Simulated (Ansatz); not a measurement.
Cl2GeH6Si2 (`[SiH3][Ge]([SiH3])([Cl])[Cl]`), relaxed with RKS PBE-D4/def2-SVP in Ansatz from a rough embedded geometry. The force threshold is 0.03 eV/Å; the program also tests the step.

Total charge 0; spin multiplicity 1.

Start:

```xyz
11

Si   -0.371    1.437    1.177
Ge   -0.082    0.378   -0.815
Si    0.394   -1.809   -0.366
Cl   -1.867    0.449   -2.031
Cl    1.537    1.272   -1.936
H     0.883    1.427    1.963
H    -1.457    0.869    1.917
H    -0.656    2.898    0.873
H     1.688   -1.915    0.442
H     0.614   -2.567   -1.627
H    -0.685   -2.438    0.402
```

```csv
step,energy (eV),largest force (eV/Å),largest move (Å)
1,-97371.6928,1.685,0.000
2,-97372.0153,0.375,0.197
3,-97372.0325,0.567,0.138
4,-97372.0637,0.126,0.115
5,-97372.0662,0.034,0.026
6,-97372.0666,0.004,0.014
```

End:

```xyz
11

Si   -0.414    1.711    1.249
Ge   -0.055    0.284   -0.647
Si    0.478   -2.050   -0.479
Cl   -1.879    0.411   -1.867
Cl    1.574    1.203   -1.804
H     0.833    1.726    2.088
H    -1.565    1.173    2.052
H    -0.724    3.090    0.743
H     1.762   -2.201    0.288
H     0.628   -2.595   -1.869
H    -0.637   -2.752    0.246
```

Run time 12 s (4 threads of an Arm Neoverse V2 on a shared host); peak host memory 0.21 GiB.
